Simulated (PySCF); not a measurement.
Vertical excitations of a molecule C4H6ClF from TDDFT-PBE/def2-SVPD (PySCF), as energy in eV (oscillator strength): 6.54 (0.006), 6.64 (0.003), 7.02 (0.005), 7.12 (0.009), 7.23 (0.005), 7.58 (0.022), 7.68 (0.013), 7.71 (0.010), 7.79 (0.025), 7.82 (0.017). Lowest triplet (TDA): 6.06 eV. Geometry: B3LYP-D3(BJ)/def2-SVP. One conformer was computed; it need not be the lowest.

### Question
Which molecule gave these data?
(A) CC(C)=C(F)Cl
(B) FC1(Cl)CCC1
(C) C[C@@]1(Cl)C[C@@H]1F
(D) F[C@@H]1CC[C@H]1Cl

### Answer
D, F[C@@H]1CC[C@H]1Cl
